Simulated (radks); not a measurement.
Question: The silver ion Ag33+, 14 electrons, occupied as [Ne] 3s2 3p2. All-electron calculation, scalar-relativistic Kohn-Sham, PBE, spin-polarised, spherical densities, finite nucleus; open shells are filled with parallel spins first (spin-orbit coupling, left out, can overturn this in heavy ions); Fermi nuclear charge, rms radius 4.5454 fm. Program: a radial shooting solver on a logarithmic mesh with Libxc functionals. Some entries of the table are withheld. Estimate them.

orbital  occ.  eigenvalue (Ry)  <r^2> (bohr^2)  <r> (bohr)
1s up       1        -1997.426        0.001308     0.03110
1s down     1        -1997.128        0.001307     0.03110
2s up       1        -403.8854         0.02081      0.1330
2s down     1        -403.6485         0.02078      0.1330
2p up       3        -377.0160         0.01629      0.1157
2p down     3        -376.6858         0.01627      0.1157
3s up       1        -157.0495          0.1201      0.3251
3s down     1        -155.8969          0.1206      0.3256
3p up       2        -148.5243          0.1144      0.3151
3p down     0        -147.3782          0.1148      0.3156
3d up       0        -137.8813         0.08972      0.2790
3d down     0        -136.9352         0.08955      0.2786
4s up       0        -82.26826          0.4171      0.6092
4s down     0        -81.85030          0.4193      0.6107
4p up       0        -78.77132          0.4171         (1)
4p down     0        -78.36376          0.4195         (2)

Answer: 
(1) 4p up <r> (bohr): 0.6069
(2) 4p down <r> (bohr): 0.6085
